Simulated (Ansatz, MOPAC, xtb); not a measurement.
Spectroscopic constants of HTe+, multiplicity 3 (lowest of 2S+1 = 1, 3, 5 at CCSD(T)/def2-TZVPP on PBE0 minima; our sources give no spin for the ground state, which may be another). No spin–orbit coupling.

Seven points along R, fitted to fifth degree in 1/R; most abundant isotopes. In def2 and cc sets the state is the lowest found near the PBE0 minimum, followed along R.

Programs: Ansatz (a quantum-chemistry and plane-wave program); MOPAC for AM1, PM3, PM7 (differences of heats of formation); xtb for the GFN methods. Each number belongs to the level named beside it. In def2 rows elements past Kr take small-core potentials, without spin–orbit coupling. The GFN methods have no spin term and hold the electronic entropy of 300 K.

```tsv
level	r_e (Å)	ω_e (cm⁻¹)	ω_e x_e (cm⁻¹)	α_e (cm⁻¹)
AM1	1.657	2172	84	-0.14
PM3	1.685	1822	89	0.050
PM7	1.716	3039	58	0.13
GFN1-xTB	1.646	2130	10	0.17
GFN2-xTB	1.681	1678	37	0.28
SVWN5/def2-TZVPP	1.685	2033	32	0.15
PBE/def2-TZVPP	1.687	2033	33	0.15
r2SCAN/def2-TZVPP	1.672	2100	33	0.15
B97M-V/def2-TZVPP	1.671	2087	33	0.16
B3LYP/def2-TZVPP	1.675	2087	32	0.15
PBE0/def2-TZVPP	1.671	2117	32	0.15
BHLYP/def2-TZVPP	1.659	2176	32	0.15
CAM-B3LYP/def2-TZVPP	1.665	2142	31	0.14
wB97X-V/def2-TZVPP	1.661	2178	30	0.14
wB97M-V/def2-TZVPP	1.660	2163	31	0.15
B2PLYP/def2-TZVPP	1.665	2132	33	0.15
CCSD/def2-TZVPP	1.659	2145	37	0.16
CCSD/def2-QZVPP	1.658	2145	36	0.16
CCSD(T)/def2-TZVPP	1.662	2117	38	0.16
CCSD(T)/def2-QZVPP	1.663	2115	38	0.16
CCSD(T)/CBS(def2-TZVPP, def2-QZVPP)	1.664	2112	38	0.16
```

Correlated levels freeze the inner cores; with def2 sets outer-core shells near the valence are correlated too. CBS: X⁻³ extrapolation of the correlation energy, Hartree–Fock from the larger set. The state that AM1, PM3, PM7 reach isn't checked; PM7 holds dispersion and hydrogen-bond terms.

Doubts at one or more of the structures used: a spin-contaminated determinant (PM3).
